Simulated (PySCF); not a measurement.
## `CO[C@@H]1[CH2][GeH2][C@H]1F`, C$_{4}$H$_{9}$FGeO

Cartesian coordinates in Å; atom numbers follow the order of the lines, from 1:
```xyz
16

C    -2.427    0.070    0.258
O    -1.249    0.840    0.291
C    -0.078    0.078    0.422
C     1.142    0.984    0.665
Ge    2.263   -0.204   -0.460
C     0.363   -0.683   -0.847
F     0.000   -2.014   -0.837
H    -2.543   -0.512    1.180
H    -2.436   -0.620   -0.593
H    -3.252    0.773    0.163
H    -0.192   -0.655    1.234
H     0.963    1.949    0.193
H     1.363    1.150    1.716
H     3.118    0.372   -1.560
H     3.026   -1.279    0.259
H    -0.071   -0.241   -1.748
```

Theory: TDDFT LC-wPBE/aug-cc-pVDZ circular dichroism and optical rotation, one conformer, gas phase (PySCF 2.14.0). Geometry: GFN2-xTB.

The molecule is flexible and this is one conformer; a measurement averages over conformers. The calculation is non-relativistic, which matters for the atoms heavier than Zn.

Stereocentres: C3 R, C6 R.

(1) Give the optical rotatory dispersion at 633, 589.3, 546, 436, 405, 365, 355 nm.

(2) And for the mirror image at 589.3 nm?

(3) What is the molar rotation [Φ] = [α]·M/100 of the geometry above at 589.3 nm?

Answers

(1) [α] in deg dm⁻¹ (g/mL)⁻¹:
| λ (nm) | origin-invariant length gauge | modified velocity gauge | length gauge (centre of mass) | isotropic polarisability (au) |
| --- | --- | --- | --- | --- |
| 633 | +53.1 | +58.2 | +52.9 | 83.1 |
| 589.3 | +61.8 | +67.7 | +61.5 | 83.4 |
| 546 | +72.7 | +79.6 | +72.5 | 83.7 |
| 436 | +119.0 | +129.9 | +118.6 | 85.3 |
| 405 | +140.4 | +153.1 | +140.0 | 86.0 |
| 365 | +178.1 | +194.0 | +177.7 | 87.3 |
| 355 | +190.0 | +206.8 | +189.6 | 87.7 |

(2) -61.8 deg dm⁻¹ (g/mL)⁻¹ (origin-invariant length gauge): the same size and the opposite sign.

(3) With M = 164.74 g/mol, +101.8 deg cm² dmol⁻¹ (origin-invariant length gauge).

The first excitation lies at 6.96 eV (178 nm) with R = +1.5 × 10⁻⁴⁰ esu² cm² (velocity form).
